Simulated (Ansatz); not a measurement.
CH₆CuP⁻, that is Cu(PH3)Me with one electron more. Charge -1, multiplicity 2. Geometry r2SCAN-D4/def2-TZVPD.

Cartesian coordinates in Å:
```
Cu 0.3486 0.2016 0.0802
P -0.4420 -1.0912 -1.5291
H -0.3709 -0.5019 -2.8149
H -1.7263 -1.9259 -1.9715
H 0.3913 -2.1976 -1.8242
C 0.4370 1.2167 1.7512
H 0.2166 0.5938 2.6319
H -0.2856 2.0477 1.7653
H 1.4314 1.6569 1.9111
```

At PBE-D4/def2-TZVPD, PBE0-D4/def2-TZVPD the highest occupied level of the relaxed charge -1 doublet lies above zero (up to 2.02 eV). By energy differences it is unbound by 0.29 eV (each at its own geometry, against the charge 0 singlet, at PBE-D4/def2-TZVPD) and held by the finite basis.

Estimate the α-spin orbital energies around the gap (eV) in Ansatz with PBE-D4/def2-TZVPD, PBE0-D4/def2-TZVPD.


| orbital | PBE-D4/def2-TZVPD | PBE0-D4/def2-TZVPD |
| --- | --- | --- |
| HOMO−5 | -1.04 | -2.81 |
| HOMO−4 | -0.84 | -2.74 |
| HOMO−3 | -0.79 | -2.71 |
| HOMO−2 | -0.77 | -2.46 |
| HOMO−1 | -0.40 | -1.50 |
| HOMO | 2.02 | 1.47 |
| LUMO | 3.07 | 3.72 |
| LUMO+1 | 3.13 | 3.73 |
| LUMO+2 | 3.51 | 4.03 |
| LUMO+3 | 3.72 | 4.25 |
| LUMO+4 | 3.98 | 4.66 |
| LUMO+5 | 4.58 | 5.09 |
| β HOMO | -0.32 | -1.43 |
| β LUMO | 2.72 | 3.47 |
